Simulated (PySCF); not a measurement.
**Excitation energy of N⁺ by level of theory**

N⁺ [He] 2s2 2p2 (3P) → N⁺ [He] 2s1 2p2 3s1 (5P), as a difference of total energies. Calculation: PySCF 2.14, in x2c-QZVPPall with one added diffuse shell each of s, p, d, f type (8s5p4d3f1g, 73 functions); the spin-free X2C one-electron Hamiltonian (Gaussian nucleus). Correlated levels: valence and next inner shell: nothing frozen. The calculations carry no spin-orbit coupling.

| method | excitation energy (eV) |
| --- | --- |
| UHF | 23.370 |
| MP2 (valence and next inner shell) | 24.991 |
| SCS-MP2 (valence and next inner shell) | 25.409 |
| CCSD (valence and next inner shell) | 25.362 |
| CCSD(T) (valence and next inner shell) | 25.411 |

**Question.** How much does correlation contribute at CCSD(T) (valence and next inner shell)?

**Answer.** 25.411 − (23.370) = 2.041 eV, measured against UHF.

The promoted electron is Rydberg-like, and one or two diffuse shells describe it only roughly, which tends to raise the upper state.
